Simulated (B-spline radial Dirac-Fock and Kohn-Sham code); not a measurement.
L-shell conversion coefficients of Zn against transition energy

The computed values come from a radial atomic solver: a Dirac-Hartree-Slater potential of the neutral atom with a Latter tail (no hole, which puts coefficients of high multipoles low close above an edge), finite nucleus with surface currents. Subshells within 1 keV of threshold and pair formation are left out.

| energy (keV) | E2 | E4 | E5 | M1 | M4 | M5 |
| --- | --- | --- | --- | --- | --- | --- |
| 10 | 2110 | 9.86e+07 | 1.21e+10 | 4.62 | 3.76e+07 | 4.94e+09 |
| 20 | 73.4 | 815000 | 5.74e+07 | 0.584 | 296000 | 2.03e+07 |
| 21.4 | 53.5 | 510000 | 3.39e+07 | 0.478 | 187000 | 1.20e+07 |
| 25.7 | 23.0 | 143000 | 8.08e+06 | 0.278 | 54500 | 2.92e+06 |
| 48.6 | 1.39 | 1770 | 55100 | 0.0437 | 875 | 24400 |
| 50 | 1.23 | 1460 | 44100 | 0.0403 | 733 | 19800 |
| 59.1 | 0.611 | 469 | 12000 | 0.0250 | 259 | 5890 |
| 69.2 | 0.318 | 163 | 3570 | 0.0160 | 98.9 | 1910 |
| 73.1 | 0.254 | 113 | 2340 | 0.0138 | 71.0 | 1290 |
| 94.3 | 0.0900 | 21.4 | 339 | 0.00680 | 15.7 | 221 |
| 100 | 0.0711 | 14.7 | 218 | 0.00579 | 11.2 | 148 |
| 109 | 0.0503 | 8.47 | 115 | 0.00458 | 6.81 | 82.5 |
| 115 | 0.0406 | 6.04 | 77.2 | 0.00397 | 5.02 | 57.6 |
| 140 | 0.0187 | 1.78 | 18.4 | 0.00235 | 1.67 | 15.8 |
| 156 | 0.0122 | 0.920 | 8.49 | 0.00176 | 0.923 | 7.85 |
| 170 | 0.00876 | 0.550 | 4.63 | 0.00141 | 0.581 | 4.55 |
| 200 | 0.00469 | 0.212 | 1.51 | 0.000927 | 0.247 | 1.66 |
| 310 | 0.000926 | 0.0188 | 0.0874 | 0.000311 | 0.0278 | 0.127 |
| 500 | 0.000184 | 0.00180 | 0.00564 | 0.000101 | 0.00324 | 0.0102 |
| 548 | 0.000138 | 0.00119 | 0.00351 | 8.19e-05 | 0.00221 | 0.00653 |
| 793 | 4.79e-05 | 0.000267 | 0.000620 | 3.65e-05 | 0.000524 | 0.00122 |
| 929 | 3.19e-05 | 0.000151 | 0.000322 | 2.62e-05 | 0.000297 | 0.000635 |
| 1000 | 2.67e-05 | 0.000118 | 0.000241 | 2.25e-05 | 0.000230 | 0.000474 |
| 1310 | 1.44e-05 | 5.05e-05 | 9.18e-05 | 1.32e-05 | 9.52e-05 | 0.000173 |
| 1560 | 1.00e-05 | 3.09e-05 | 5.24e-05 | 9.42e-06 | 5.60e-05 | 9.52e-05 |
| 2000 | 6.22e-06 | 1.63e-05 | 2.55e-05 | 5.98e-06 | 2.78e-05 | 4.34e-05 |
| 2210 | 5.19e-06 | 1.28e-05 | 1.95e-05 | 5.01e-06 | 2.13e-05 | 3.23e-05 |

Problem. How fast do they fall between 1560 and 2210 keV?

Solution. As powers of the energy: E2 E^-1.89, E4 E^-2.52, E5 E^-2.84, M1 E^-1.81, M4 E^-2.78, M5 E^-3.11. Within one type (E or M) the higher multipoles fall faster.
